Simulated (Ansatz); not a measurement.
`F[Si](F)(Br)Br` and `O[Si](F)(Br)Br` differ in one atom or group.

Ansatz, PBE0-D4/def2-TZVP geometries, multiplicity 1. Each molecule was computed in one conformer, which needn't be the lowest.

Scalar relativity is left out up to krypton.

```
                                                                                  property  `F[Si](F)(Br)Br`
                                                       HOMO–LUMO gap (PBE/def2-TZVPP) / eV              6.10
                                                         LUMO energy (PBE/def2-TZVPP) / eV             -1.65
                                          size of the dipole moment (B3LYP/def2-TZVPP) / D              0.83
                                                       HOMO energy (B3LYP/def2-TZVPP) / eV             -8.79
                                                         HOMO energy (PBE/def2-TZVPP) / eV             -7.75
ideal-gas entropy at 298 K and 1 bar (rigid rotor, harmonic PBE0-D4/def2-TZVP) / J/(mol·K)               347
```

Question: Give the same properties after the change, and the shifts. (Best estimate.)

Answer: The calculation gave: 
| property | `O[Si](F)(Br)Br` | shift |
| --- | --- | --- |
| HOMO–LUMO gap (PBE/def2-TZVPP) / eV | 6.13 | 0.03 |
| LUMO energy (PBE/def2-TZVPP) / eV | -1.35 | 0.30 |
| size of the dipole moment (B3LYP/def2-TZVPP) / D | 1.65 | 0.82 |
| HOMO energy (B3LYP/def2-TZVPP) / eV | -8.51 | 0.28 |
| HOMO energy (PBE/def2-TZVPP) / eV | -7.48 | 0.27 |
| ideal-gas entropy at 298 K and 1 bar (rigid rotor, harmonic PBE0-D4/def2-TZVP) / J/(mol·K) | 365 | 18 |

The zero-point energy changes by 29.0 kJ/mol with +3 modes. Dipoles are sizes alone; their direction can turn.

B3LYP here is the variant with VWN-RPA as its local correlation; programs differ in this.

Spin–orbit coupling is left out; it splits and shifts lone-pair levels of the heavy atoms by tenths of an eV.
